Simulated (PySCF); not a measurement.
# Ionisation energy of Ir²⁺ by level of theory

Ir²⁺ [Xe] 4f14 5d7 (4F) → Ir³⁺ [Xe] 4f14 5d6 (5D), as a difference of total energies. All numbers are calculated (PySCF 2.14, scalar relativity by spin-free X2C-1e, in x2c-TZVPPall). Correlated levels: valence: [Xe] 4f14 frozen; valence and next inner shell: [Kr] 4d10 4f14 frozen. The calculations carry no spin-orbit coupling.

```json
{"method": "UHF", "ionisation energy (eV)": "27.480"}
{"method": "LDA", "ionisation energy (eV)": "29.699"}
{"method": "PBE", "ionisation energy (eV)": "29.327"}
{"method": "PBE0", "ionisation energy (eV)": "29.165"}
{"method": "r2SCAN", "ionisation energy (eV)": "29.231"}
{"method": "CAM-B3LYP", "ionisation energy (eV)": "29.360"}
{"method": "M06", "ionisation energy (eV)": "29.179"}
{"method": "M06-L", "ionisation energy (eV)": "28.873"}
{"method": "MP2 (valence)", "ionisation energy (eV)": "28.721"}
{"method": "SCS-MP2 (valence)", "ionisation energy (eV)": "28.854"}
{"method": "MP2 (valence and next inner shell)", "ionisation energy (eV)": "28.801"}
{"method": "SCS-MP2 (valence and next inner shell)", "ionisation energy (eV)": "28.797"}
```

Task: How much does correlation contribute at MP2 (valence and next inner shell)?

Result: 28.801 − (27.480) = 1.321 eV, measured against UHF.

A first-order spin-orbit estimate (lowest level to lowest level, LS coupling) adds 0.217 eV.

Errors of the correlated levels include the incompleteness of this basis and the frozen core.

For comparison: 28 ± 1.6 eV (theoretical estimate listed by NIST; NIST Atomic Spectra Database, ionization energies).
